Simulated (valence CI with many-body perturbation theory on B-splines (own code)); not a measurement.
# Te XXXVIII: electric-dipole lines

Calculated by relativistic CI+MBPT: five valence electrons over a frozen Dirac-Fock core [Ne], radial functions for each j: 11 s, 11 p, 10 d, 8 f, 5 g, 2 h, with the one-electron correlation potential Σ1, the two-electron term Σ2, the three-electron term Σ3, Breit, model QED; selected CI, second order for the rest, scaled by the run's own slope (own B-spline code, finite nucleus).

No measured spectrum was set against this ion. As an estimate, large intervals hold to a few tenths of a per cent, small ones and those within an open d or f shell to about a per cent. Among the levels kept, up to 4700 cm⁻¹ of a level comes from second order outside the variational space, and about a tenth of that is noise between levels of different J, which matters for small intervals.

Lines 201 to 250 of 570 in falling wavelength, among levels below 4011.6 × 10³ cm⁻¹, chosen from the strongest by gf and those to the six lowest levels. Wavelengths and rates use the calculated energies. Electric multipoles are in the length gauge, E1 and E2 with the static RPA response of the core. Weak lines are less certain than strong ones. Lines between different terms over intervals too small for the method are left out, as are lines whose strength nearly cancels. Where a level lies close to another of its J and parity, the split of strength between their lines is uncertain. The highest levels of a list are the least certain.

Levels are named by their leading jj configuration (3d3/2^4 stands for four electrons in 3d with j = 3/2), which in mixed levels can hold well under half, so a name can repeat and another be missing. Letters in brackets count levels of one name in rising energy.

```
λ vac (nm)                               Upper                               Lower   A (s⁻¹)  S (a.u.) with core polarisation  S without
     6.835  (3s 3p1/2 3p3/2^2 3d5/2) J=7/2 [f]  (3s^2 3p1/2 3p3/2 3d5/2) J=5/2 [b]  2.86e+10                         3.61e-02   3.68e-02
     6.834  (3s 3p1/2 3p3/2^2 3d5/2) J=5/2 [a]  (3s^2 3p1/2 3p3/2 3d5/2) J=7/2 [a]  1.93e+10                         1.82e-02   1.86e-02
     6.832  (3s 3p1/2 3p3/2^2 3d5/2) J=3/2 [d]  (3s^2 3p1/2 3p3/2 3d5/2) J=5/2 [b]  3.56e+10                         2.24e-02   2.28e-02
     6.828  (3s 3p1/2^2 3d3/2 3d5/2) J=5/2 [b]  (3s 3p1/2^2 3p3/2 3d3/2) J=5/2 [a]  4.50e+10                         4.24e-02   4.32e-02
     6.827  (3s 3p1/2 3p3/2^2 3d5/2) J=3/2 [d]  (3s^2 3p1/2 3p3/2 3d5/2) J=1/2 [a]  6.84e+10                         4.30e-02   4.38e-02
     6.826  (3s 3p1/2 3p3/2^2 3d3/2) J=7/2 [c]      (3s^2 3p1/2 3p3/2 3d3/2) J=7/2  5.10e+10                         6.40e-02   6.54e-02
     6.826  (3s 3p1/2 3p3/2^2 3d5/2) J=7/2 [b]  (3s^2 3p1/2 3p3/2 3d5/2) J=7/2 [a]  9.40e+10                         1.18e-01   1.20e-01
     6.817  (3s 3p1/2 3p3/2^2 3d5/2) J=5/2 [b]  (3s^2 3p1/2 3p3/2 3d5/2) J=7/2 [a]  2.78e+10                         2.61e-02   2.66e-02
     6.814  (3s 3p1/2 3p3/2^2 3d5/2) J=1/2 [c]  (3s^2 3p1/2 3p3/2 3d5/2) J=3/2 [a]  4.24e+10                         1.32e-02   1.35e-02
     6.799  (3s^2 3p1/2 3p3/2 3d5/2) J=3/2 [b]          (3s^2 3p1/2 3p3/2^2) J=5/2  6.09e+10                         3.78e-02   3.85e-02
     6.799      (3s^2 3p1/2 3d3/2 3d5/2) J=1/2  (3s^2 3p1/2 3p3/2 3d3/2) J=1/2 [a]  1.31e+11                         4.08e-02   4.15e-02
     6.793  (3s 3p1/2 3p3/2^2 3d5/2) J=7/2 [f]  (3s^2 3p1/2 3p3/2 3d5/2) J=7/2 [b]  1.45e+11                         1.79e-01   1.82e-01
     6.793  (3s 3p1/2^2 3d3/2 3d5/2) J=5/2 [c]  (3s 3p1/2^2 3p3/2 3d3/2) J=3/2 [b]  5.41e+10                         5.02e-02   5.12e-02
     6.785  (3s 3p1/2 3p3/2^2 3d5/2) J=7/2 [c]  (3s^2 3p1/2 3p3/2 3d5/2) J=5/2 [a]  5.07e+10                         6.25e-02   6.37e-02
     6.783  (3s 3p1/2^2 3d3/2 3d5/2) J=7/2 [b]  (3s 3p1/2^2 3p3/2 3d3/2) J=5/2 [a]  1.57e+10                         1.94e-02   1.97e-02
     6.779        (3s 3p1/2 3p3/2^3) J=3/2 [b]          (3s^2 3p1/2 3p3/2^2) J=1/2  4.77e+10                         2.93e-02   2.99e-02
     6.774  (3s^2 3p1/2 3p3/2 3d5/2) J=1/2 [a]          (3s^2 3p1/2 3p3/2^2) J=3/2  8.94e+10                         2.74e-02   2.80e-02
     6.771  (3s^2 3p3/2 3d3/2 3d5/2) J=3/2 [b]          (3s^2 3p3/2^2 3d3/2) J=1/2  2.56e+10                         1.57e-02   1.60e-02
     6.770  (3s^2 3p1/2 3p3/2 3d5/2) J=5/2 [b]          (3s^2 3p1/2 3p3/2^2) J=3/2  9.45e+10                         8.68e-02   8.85e-02
     6.769  (3s 3p1/2 3p3/2^2 3d3/2) J=1/2 [c]  (3s^2 3p1/2 3p3/2 3d3/2) J=1/2 [b]  1.09e+11                         3.35e-02   3.41e-02
     6.763  (3s 3p1/2^2 3p3/2 3d5/2) J=3/2 [a]          (3s^2 3p1/2^2 3d3/2) J=3/2  7.58e+09                         4.63e-03   4.73e-03
     6.763  (3s 3p1/2^2 3p3/2 3d3/2) J=5/2 [b]          (3s^2 3p1/2^2 3d3/2) J=3/2  1.05e+11                         9.61e-02   9.80e-02
     6.759          (3s^2 3p3/2^2 3d5/2) J=3/2                (3s^2 3p3/2^3) J=3/2  2.28e+11                         1.39e-01   1.42e-01
     6.758  (3s^2 3p3/2 3d3/2 3d5/2) J=3/2 [c]          (3s^2 3p3/2^2 3d3/2) J=1/2  3.17e+10                         1.93e-02   1.97e-02
     6.757  (3s^2 3p3/2 3d3/2 3d5/2) J=3/2 [c]      (3s^2 3p3/2^2 3d3/2) J=3/2 [a]  1.37e+11                         8.35e-02   8.51e-02
     6.753  (3s^2 3p1/2 3p3/2 3d5/2) J=5/2 [c]          (3s^2 3p1/2 3p3/2^2) J=5/2  1.62e+11                         1.48e-01   1.51e-01
     6.748        (3s 3p3/2^3 3d5/2) J=7/2 [a]          (3s^2 3p3/2^2 3d3/2) J=5/2  1.38e+11                         1.68e-01   1.71e-01
     6.746  (3s 3p1/2 3p3/2^2 3d3/2) J=5/2 [f]  (3s^2 3p1/2 3p3/2 3d3/2) J=3/2 [b]  2.56e+10                         2.33e-02   2.38e-02
     6.745  (3s^2 3p3/2 3d3/2 3d5/2) J=3/2 [b]          (3s^2 3p3/2^2 3d3/2) J=5/2  1.45e+11                         8.76e-02   8.93e-02
     6.736  (3s 3p1/2 3p3/2^2 3d5/2) J=3/2 [b]  (3s^2 3p1/2 3p3/2 3d5/2) J=5/2 [a]  1.68e+11                         1.01e-01   1.03e-01
     6.736             (3p1/2^2 3p3/2^3) J=3/2          (3s 3p1/2^2 3p3/2^2) J=3/2  1.17e+11                         7.05e-02   7.19e-02
     6.734          (3s^2 3p3/2 3d5/2^2) J=9/2          (3s^2 3p3/2^2 3d5/2) J=9/2  1.57e+11                         2.36e-01   2.41e-01
     6.729          (3s^2 3p1/2 3d5/2^2) J=1/2  (3s^2 3p1/2 3p3/2 3d5/2) J=3/2 [b]  2.25e+11                         6.77e-02   6.90e-02
     6.728  (3s 3p1/2 3p3/2^2 3d3/2) J=3/2 [g]  (3s^2 3p1/2 3p3/2 3d3/2) J=3/2 [b]  1.17e+11                         7.02e-02   7.16e-02
     6.727      (3s^2 3p1/2 3d3/2 3d5/2) J=3/2  (3s^2 3p1/2 3p3/2 3d3/2) J=5/2 [b]  2.78e+10                         1.67e-02   1.70e-02
     6.725  (3s 3p1/2 3p3/2^2 3d5/2) J=5/2 [c]  (3s^2 3p1/2 3p3/2 3d5/2) J=5/2 [a]  3.72e+10                         3.35e-02   3.41e-02
     6.725  (3s 3p1/2 3p3/2^2 3d5/2) J=7/2 [c]  (3s^2 3p1/2 3p3/2 3d5/2) J=7/2 [a]  2.37e+10                         2.84e-02   2.90e-02
     6.723            (3s 3p3/2^3 3d5/2) J=3/2          (3s^2 3p3/2^2 3d5/2) J=1/2  1.20e+11                         7.21e-02   7.36e-02
     6.721  (3s 3p1/2 3p3/2^2 3d5/2) J=5/2 [g]  (3s^2 3p1/2 3p3/2 3d5/2) J=5/2 [c]  2.68e+10                         2.41e-02   2.46e-02
     6.707  (3s 3p1/2 3p3/2^2 3d3/2) J=3/2 [d]  (3s^2 3p1/2 3p3/2 3d3/2) J=1/2 [a]  1.24e+11                         7.36e-02   7.51e-02
     6.707  (3s 3p1/2 3p3/2^2 3d5/2) J=5/2 [f]  (3s^2 3p1/2 3p3/2 3d5/2) J=5/2 [b]  2.38e+10                         2.12e-02   2.16e-02
     6.705      (3s^2 3p3/2 3d5/2^2) J=5/2 [b]          (3s^2 3p3/2^2 3d3/2) J=7/2  2.83e+10                         2.53e-02   2.58e-02
     6.688  (3s 3p1/2 3p3/2^2 3d3/2) J=3/2 [g]  (3s^2 3p1/2 3p3/2 3d3/2) J=1/2 [b]  2.68e+10                         1.58e-02   1.62e-02
     6.683             (3p1/2^2 3p3/2^3) J=3/2          (3s 3p1/2^2 3p3/2^2) J=1/2  2.54e+10                         1.50e-02   1.53e-02
     6.681  (3s 3p1/2 3p3/2^2 3d5/2) J=5/2 [d]  (3s^2 3p1/2 3p3/2 3d3/2) J=5/2 [b]  5.67e+10                         5.00e-02   5.10e-02
     6.677  (3s^2 3p3/2 3d3/2 3d5/2) J=5/2 [d]      (3s^2 3p3/2^2 3d3/2) J=3/2 [a]  1.44e+11                         1.27e-01   1.29e-01
     6.668  (3s 3p1/2^2 3p3/2 3d3/2) J=1/2 [b]          (3s^2 3p1/2^2 3d3/2) J=3/2  1.23e+11                         3.60e-02   3.67e-02
     6.667  (3s 3p1/2 3p3/2^2 3d5/2) J=5/2 [f]  (3s^2 3p1/2 3p3/2 3d5/2) J=7/2 [b]  2.21e+10                         1.94e-02   1.97e-02
     6.666  (3s 3p1/2 3p3/2^2 3d5/2) J=5/2 [c]  (3s^2 3p1/2 3p3/2 3d5/2) J=7/2 [a]  2.73e+10                         2.39e-02   2.44e-02
     6.664  (3s 3p1/2 3p3/2^2 3d3/2) J=5/2 [e]  (3s^2 3p1/2 3p3/2 3d5/2) J=5/2 [a]  1.43e+10                         1.25e-02   1.28e-02
```
